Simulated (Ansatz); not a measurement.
## Molecular dynamics of C2H7NOSi

Input:

```yaml
crystal:
  periodic: [false, false, false]
  atoms:
    - { symbol: "N", position_ang: [-1.439435, -0.644834, 1.373083] }
    - { symbol: C, position_ang: [-0.386478, -0.719741, 0.506394] }
    - { symbol: C, position_ang: [0.443327, 0.366569, 0.134289] }
    - { symbol: O, position_ang: [-0.35003, 1.671607, -1.540302] }
    - { symbol: Si, position_ang: [0.96466, 0.788871, -1.63268] }
    - { symbol: H, position_ang: [-1.808409, -1.495315, 1.774752] }
    - { symbol: H, position_ang: [-1.562576, 0.196731, 1.920254] }
    - { symbol: H, position_ang: [-0.400509, -1.592426, -0.159184] }
    - { symbol: H, position_ang: [0.814207, -0.760594, 0.943712] }
    - { symbol: H, position_ang: [0.451606, 1.203902, 0.843846] }
    - { symbol: H, position_ang: [1.018988, -0.475188, -2.447777] }
    - { symbol: H, position_ang: [2.331646, 1.405119, -1.682488] }
basis:
  gaussian: { orbitals: def2-SVP }
hamiltonian:
  xc: pbe0
  dispersion: d4
md:
  timestep: 0.5
  n_steps: 200
  ensemble: nve
  temperature: 100.0
  initial_velocities: maxwell_boltzmann
  seed: 8725
```

Launched with:

```bash
$ ansatz run input.yaml --threads 2 --pin off --max-ram 3072MiB --backend cpu --events-out ev --progress --plain --runs-dir out
```

It starts at the highest image of a converged band. Of that band: The profile has 2 maxima (images 2, 4) with wells between them (image 3): this band takes more than one step, which may be the mechanism or a detour left from its start path. Neighbouring images differ by up to 2.1 eV, so the band resolves the path poorly. A vibrational analysis at the climbing image gives one clearly imaginary mode, 858i cm⁻¹: a first-order saddle point.

Output, in part (step lines, the closing report, with atoms numbered from 0):

```
md step     0: t =     0.00 fs  T =   100.0 K  F+E_penalty+E_count = -13583.60919080 eV  E_kin = 0.129260 eV  conserved = -13583.47993080 eV  (28 SCF iters)
md step     1: t =     0.50 fs  T =    98.3 K  F+E_penalty+E_count = -13583.60699879 eV  E_kin = 0.127093 eV  conserved = -13583.47990604 eV  (31 SCF iters)
md step     2: t =     1.00 fs  T =    93.6 K  F+E_penalty+E_count = -13583.60087039 eV  E_kin = 0.121035 eV  conserved = -13583.47983499 eV  (26 SCF iters)
md step     3: t =     1.50 fs  T =    86.8 K  F+E_penalty+E_count = -13583.59193337 eV  E_kin = 0.112193 eV  conserved = -13583.47974037 eV  (26 SCF iters)
md step     4: t =     2.00 fs  T =    78.9 K  F+E_penalty+E_count = -13583.58168654 eV  E_kin = 0.102037 eV  conserved = -13583.47964936 eV  (26 SCF iters)
md step     5: t =     2.50 fs  T =    71.2 K  F+E_penalty+E_count = -13583.57157136 eV  E_kin = 0.091987 eV  conserved = -13583.47958482 eV  (25 SCF iters)
md step     6: t =     3.00 fs  T =    64.3 K  F+E_penalty+E_count = -13583.56261256 eV  E_kin = 0.083054 eV  conserved = -13583.47955835 eV  (25 SCF iters)
md step     7: t =     3.50 fs  T =    58.5 K  F+E_penalty+E_count = -13583.55523109 eV  E_kin = 0.075662 eV  conserved = -13583.47956873 eV  (26 SCF iters)
[... lines left out ...]
Total energy: -13584.63564382 eV, -499.2261519135 hartree
Atom 0 at    -1.417504    -0.367724     1.294125 Å, force    -0.823368     0.788254     1.127380 eV/Å
Atom 1 at    -0.358401    -0.730288     0.453427 Å, force     0.754656    -1.512872    -1.637743 eV/Å
Atom 2 at     0.291865     0.500123    -0.060765 Å, force     0.031809     0.933211    -1.112756 eV/Å
Atom 3 at    -0.501368     1.223550    -1.098874 Å, force     2.021228    -0.624225    -0.190108 eV/Å
Atom 4 at     1.112966     0.847545    -1.719813 Å, force    -1.604272    -0.497609     2.255800 eV/Å
Atom 5 at    -2.293035    -0.851989     1.238085 Å, force    -0.249395    -0.422630    -0.145710 eV/Å
Atom 6 at    -1.040414    -0.395948     2.229326 Å, force    -0.657613     0.050785     0.485849 eV/Å
Atom 7 at    -0.618403    -1.420876    -0.378589 Å, force    -0.239392     0.163868     0.257902 eV/Å
Atom 8 at     0.392421    -1.254733     1.052529 Å, force     0.596550    -0.406459    -0.123629 eV/Å
Atom 9 at     0.423282     1.037065     0.887469 Å, force     0.500676     1.133688    -0.406670 eV/Å
Atom 10 at     1.289199    -0.402179    -2.521597 Å, force    -0.099693     0.443297    -0.291813 eV/Å
Atom 11 at     2.127302     1.931290    -1.840213 Å, force    -0.231187    -0.049308    -0.218502 eV/Å
Dipole moment:     0.326463    -0.363888     0.071924 e Å
```

The steps, from the saved trajectory:

```
time (fs)  T (K)  potential energy less start (eV)  conserved less start (meV/atom)
      0.0    100                             0.000                             0.00
      3.0     64                             0.047                             0.03
      6.0     39                             0.079                             0.03
      9.0     44                             0.073                             0.02
     12.0     61                             0.051                             0.03
     15.0     93                             0.010                             0.02
     18.0    120                            -0.026                             0.03
     21.0    169                            -0.090                             0.01
     24.0    205                            -0.135                             0.02
     27.0    271                            -0.220                             0.01
     30.0    341                            -0.312                             0.01
     33.0    391                            -0.376                             0.00
     36.0    415                            -0.407                             0.03
     39.0    519                            -0.541                             0.03
     42.0    724                            -0.806                             0.03
     45.0   1014                            -1.181                            -0.01
     48.0   1224                            -1.454                            -0.05
     51.0   1151                            -1.360                            -0.13
     54.0    656                            -0.719                             0.04
     57.0    463                            -0.468                             0.04
     60.0    644                            -0.703                            -0.07
     63.0    709                            -0.788                            -0.03
     66.0    725                            -0.808                            -0.01
     69.0    739                            -0.826                            -0.05
     72.0    668                            -0.734                             0.00
     75.0    638                            -0.695                            -0.03
     78.0    619                            -0.671                             0.00
     81.0    684                            -0.755                            -0.02
     84.0    786                            -0.887                            -0.01
     87.0    905                            -1.041                            -0.09
     90.0    757                            -0.850                            -0.06
     93.0    476                            -0.486                             0.03
     96.0    494                            -0.509                             0.03
     99.0    812                            -0.921                            -0.07
```

The run went to its last step. The conserved energy stayed within 0.13 meV per atom of its start (net change -0.077 meV per atom), so the integration is sound. The system heated up, since it started high on the potential surface and ran downhill. A run of 0.1 ps of so small a system gives no equilibrium averages. The orbitals stay closed-shell, which can raise the energy where a bond breaks towards radicals; this wasn't checked here.

The step under study would form O4–H10 and break C3–H10. These pairs go: O4–H10 2.56 → 2.20 Å, C3–H10 1.10 → 1.10 Å. In the last frame they stand as before the step (other bonds may differ from the relaxed reactants and products). Also joined: C3–O4 2.27 → 1.49 Å. It ends as one piece, C2H7NOSi. Pairs count as bonded within 1.25 times the sum of covalent radii (0.12 Å more for H–H).

Last frame:

```xyz
12
Properties=species:S:1:pos:R:3
N -1.417 -0.368 1.294
C -0.358 -0.730 0.453
C 0.292 0.500 -0.061
O -0.501 1.224 -1.099
Si 1.113 0.848 -1.720
H -2.293 -0.852 1.238
H -1.040 -0.396 2.229
H -0.618 -1.421 -0.379
H 0.392 -1.255 1.052
H 0.423 1.037 0.887
H 1.289 -0.402 -2.522
H 2.127 1.931 -1.840
```

The run took 3.3 min on 2 threads of AMD EPYC 9R45 96-Core Processor (Zen 5), on a shared host, peak memory 0.26 GiB.
